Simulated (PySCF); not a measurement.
# A small calculation by hand: chemical shift, span and skew from a shielding tensor

Si(Cl)2(F)(OSiH3) (Cl2FH3OSi2), SMILES [Si](Cl)(O[SiH3])(Cl)F. Atoms are numbered in the order given.

```xyz
9

F      1.4747    -0.5906     1.3777
Si     0.5040     0.0802     0.2697
Cl     0.9003    -0.8059    -1.5419
Cl     0.9209     2.0802     0.1929
O     -1.0546    -0.1647     0.6975
Si    -2.4499    -0.9136     0.0974
H     -2.2164    -2.3904    -0.0336
H     -2.7984    -0.3301    -1.2411
H     -3.5393    -0.6415     1.0873
```
Charge 0, spin multiplicity 1.

Geometry optimised at PBE-D3(BJ)/def2-SVP. The structure was generated by enumeration, and PubChem lists no compound with its InChIKey, so it may never have been made. Other conformers were not sampled.

GIAO shieldings from B3LYP/pcSseg-1 (PySCF), non-relativistic, no solvent. The symmetric part of the tensor of F1 has the principal values 224.7, 225.8, 361.5 ppm. The same nucleus in CFCl3 has σ = 161.7 ppm at this level (PySCF, at its B3LYP-D3(BJ)/def2-TZVP geometry). Without spin–orbit terms, shifts of atoms bonded to Cl or Br come out too high.

Problem. Work out the isotropic shielding, the ¹⁹F shift against CFCl3, the span and the skew.

Solution. 
σ(iso) = (σ11 + σ22 + σ33)/3 = 270.7 ppm. δ = σ(ref) − σ(iso) = 161.7 − (270.7) = -109.0 ppm.
Span Ω = σ33 − σ11 = 136.8 ppm. Skew κ = 3(σ(iso) − σ22)/Ω = 0.98, an axial tensor. Tumbling in solution averages the tensor to δ; in a static solid the shielding alone would spread this spin-1/2 line over Ω.
